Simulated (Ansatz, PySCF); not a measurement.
Species: InH3 (charge 0, singlet). 
Coordinates optimised at B3LYP-D3(BJ)/def2-TZVP (Ansatz, a first-principles code):
```
In
H 1 1.7305
H 1 1.7305 2 120.00
H 1 1.7305 2 120.00 3 180.00
```
Charge 0, spin multiplicity 1.

Wanted: atomisation energy (electronic, to ground-state atoms), in eV. Cores are frozen in the correlated levels unless marked. Open shells are spin-unrestricted. Spin-orbit coupling is left out. The frozen core is the preceding noble-gas configuration, with the filled d and f shells of earlier blocks. In def2 rows, elements after Kr have scalar-relativistic effective core potentials. The coupled-cluster limit lacks core correlation, which all-electron functionals hold. Basis-set limits of correlation are two-point, X^-3; Hartree-Fock from the larger set. The bracket is a focal-point correction in the basis named.

| level | program | atomisation energy (eV) |
|---|---|---|
| PBE-D4/def2-TZVPD | Ansatz + dftd4 | 7.25 |
| BP86-D4/def2-TZVPD | PySCF + dftd4 | 7.65 |
| CAM-B3LYP-D4/def2-TZVPD | Ansatz + dftd4 | 7.65 |
| B2GP-PLYP/def2-TZVPD | Ansatz | 7.31 |
| RPA@PBE/def2-QZVPP | Ansatz | 7.23 |
| MP2/def2-TZVPPD | Ansatz | 7.13 |
| MP2/def2-QZVPPD | Ansatz | 7.22 |
| CCSD/CBS(def2-TZVPP,def2-QZVPP) | Ansatz | 7.55 |
| RI-MP2/CBS(def2-TZVPP,def2-QZVPP)+[CCSD(T)-MP2]/def2-TZVPP | Ansatz | 7.60 |
| CCSD(T)/CBS(def2-TZVPPD,def2-QZVPPD) | Ansatz | 7.57 |
